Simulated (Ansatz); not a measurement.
carbon atom (C), triplet; CCSD(T)/aug-cc-pVDZ (Ansatz, a program for electronic structure).

The Ansatz input:
Ansatz 0.2 input:
```yaml
crystal:
  periodic: [false, false, false]
  atoms:
    - {symbol: C, position_ang: [0.00000000, 0.00000000, 0.00000000]}
basis:
  gaussian:
    orbitals: aug-cc-pVDZ
magnetization: {spin_polarized: true, initial_magnetization: 2}
correlation: {method: ccsd_t, electrons: outside_noble_gas}
accuracy: high
```

What the program printed (banner, timings and long lists left out):

```
Functional definition: HF
195 factors; integrals over basis functions are off by at most 2.5e-9 eV
mean field evaluation 1: about -1025.1816 eV, gradient 5.8e0 eV
mean field evaluation 2: about -1025.1825 eV, gradient 5.8e0 eV
mean field evaluation 4: about -1025.5360 eV, gradient 2.7e-1 eV
mean field evaluation 8: about -1025.5363 eV, gradient 2.4e-3 eV
mean field evaluation 16: about -1025.5350 eV, gradient 2.7e-1 eV
mean field evaluation 32: about -1025.5363 eV, gradient 3.2e-6 eV
mean field evaluation 64: about -1025.5363 eV, gradient 1.6e-2 eV
mean field -1025.53628302 eV, -37.6877632674 hartree, gradient 9.5e-8 eV, S^2 2.009646; 4 other end points of the search recorded, 0 dependent functions left out
1 core orbitals not correlated
reference -1025.53628302 eV, -37.6877632674 hartree; 3, 1 occupied and 19, 21 virtual orbitals, 195 factors
second order -1.46128833 eV of doubles, -0.00000000 eV of singles
cycle   1  -1.85195709 eV  change   -3.9e-1 eV  update   5.0e-2
cycle   2  -2.04767485 eV  change   -2.0e-1 eV  update   2.2e-2
cycle   3  -2.06197116 eV  change   -1.4e-2 eV  update   5.8e-3
cycle   4  -2.06434271 eV  change   -2.4e-3 eV  update   9.0e-4
cycle   5  -2.06349146 eV  change    8.5e-4 eV  update   2.0e-4
cycle   6  -2.06372460 eV  change   -2.3e-4 eV  update   6.3e-5
cycle   7  -2.06376694 eV  change   -4.2e-5 eV  update   1.8e-5
cycle   8  -2.06373729 eV  change    3.0e-5 eV  update   5.4e-6
cycle   9  -2.06375210 eV  change   -1.5e-5 eV  update   1.7e-6
cycle  10  -2.06374869 eV  change    3.4e-6 eV  update   4.2e-7
cycle  11  -2.06374877 eV  change   -7.9e-8 eV  update   8.4e-8
cycle  12  -2.06374886 eV  change   -8.8e-8 eV  update   2.8e-8
cycle  13  -2.06374889 eV  change   -2.5e-8 eV  update   1.3e-8
cycle  14  -2.06374886 eV  change    2.2e-8 eV  update   3.1e-8
cycle  15  -2.06374882 eV  change    4.1e-8 eV  update   1.2e-8
cycle  16  -2.06374882 eV  change   -2.3e-9 eV  update   1.9e-9
cycle  17  -2.06374882 eV  change  -8.0e-11 eV  update  4.9e-10
perturbative correction -0.03431937 eV, -0.0012612135 hartree
Total energy: -1027.63435121 eV, -37.7648658513 hartree
```
